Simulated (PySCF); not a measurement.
## Correlation energy of Pb²⁺ (lead, charge +2)

[Xe] 4f14 5d10 6s2, closed-shell 1S. Calculation: PySCF 2.14, in def2-SVP with the def2 core potential (60 electrons) (4s4p2d, 26 functions); a scalar-relativistic core potential. Frozen: 5s2 5p6 5d10; 2 electrons correlated.

Total MP2 correlation energy: -17.08 mhartree.

Same-spin part 0.00 and opposite-spin part -17.08 mhartree; SCS-MP2 scales them by 1/3 and 6/5 to -20.50 mhartree.

With two correlated electrons CCSD is exact within the correlated space (frozen core and kept virtual orbitals).

```
level  correlation energy (mhartree)
 CCSD                         -24.71
```

Diagnostics: T1 = 0.00017, D1 = 0.0002, largest double amplitude 0.078.

Cost of the coupled-cluster step: 0.04 s of wall time on 1 thread of Neoverse-V1 (shared host), for 2 correlated electrons.
